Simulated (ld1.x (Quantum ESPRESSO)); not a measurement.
# What one change does to a pseudopotential (Pb (Z = 82), TM)

```json
{"Element": "lead (Pb)", "Generator": "ld1.x (Quantum ESPRESSO) 7.5", "Type": "norm-conserving Troullier–Martins (Kleinman–Bylander form)", "Functional": "LDA (PZ)", "Relativity": "fully relativistic", "Frozen core": "[Xe] 4f14 5d10", "Valence charge": "4", "Reference configuration": "6s2 6p2", "Partial waves": "6s (bound): rc 2.10 bohr; 6p (bound): rc 2.15 bohr; 6d channel at 0.05 Ry: rc 2.05 bohr", "Local potential": "the d channel", "Core correction": "none"}
```

Open shells are filled in proportion to 2j + 1 (rel_dist='average').

All-electron outer shells of the reference configuration (LDA (PZ), scalar-relativistic, ld1.x):

| shell | level (eV) | outermost node (bohr) | outermost maximum (bohr) |
| --- | --- | --- | --- |
| 5p | -85.96 | 0.49 | 0.88 |
| 5d | -21.29 | 0.52 | 1.07 |
| 6s | -12.32 | 1.01 | 1.95 |
| 6p | -3.71 | 1.18 | 2.63 |

Change: scalar-relativistic.

Cutoffs: the cutoffs (Ry, on a coarse ladder) from which the occupation-weighted sum of valence levels, in a spherical-Bessel basis at the reference potential, stays within 10 and 1 mRy of its value at 400 Ry; they do not see the model core or the augmentation charge, which bear on the density cutoff. Errors are all-electron minus pseudo energies relative to the spin-unpolarised reference configuration.

Problem. What does the change do?

Solution. The potential gets neither clearly harder nor softer (25 Ry and 45 Ry → 25 Ry and 45 Ry); both files keep a bound ghost (p, s); the number of tests with a reliable result goes from 7 to 9; of the 7 tests that both files solve, the error grows in 1 and shrinks in 2 by more than 15 % and 0.3 meV (median size 16.1 → 17.3 meV).

```csv
quantity,base,changed
"cutoff, loose",25 Ry,25 Ry
"cutoff, tight",45 Ry,45 Ry
loose cutoff by channel (10 mRy a level),"s 21 Ry, p 10 Ry","s 21 Ry, p 8 Ry"
bound ghosts,"s, p3/2, p1/2","s, p"
"error for 6s2 6p1, meV [ΔE 6.96 → 6.83 eV]",+6.9,+4.9
"error for 6s2 6p0, meV [ΔE 20.88 → 20.59 eV]",+58,+53
"error for 6s1 6p0, meV [ΔE 53.75 → 53.47 eV]",+253,+238
"error for 6s0 6p4, meV [ΔE 17.66 → 18.03 eV]",+90,+101
"error for 6s1 6p2, meV [ΔE 16.37 → 16.43 eV]",+6.7,+4.2
"error for 6s2 6p2.3, meV [ΔE -0.89 → -0.86 eV]",+0.1,+0.7
"error for 6s1 6p3, meV [ΔE 8.64 → 8.82 eV]",+16,+17
s: phases at 2.34 bohr within 0.05 rad from the reference energy up to (Ry; the scan ends near 5),2.6,2.8
```

 A true bound ghost makes a file unfit for plane-wave use even where its test errors are small: the radial tests pick states by their node count and pass the ghost by.
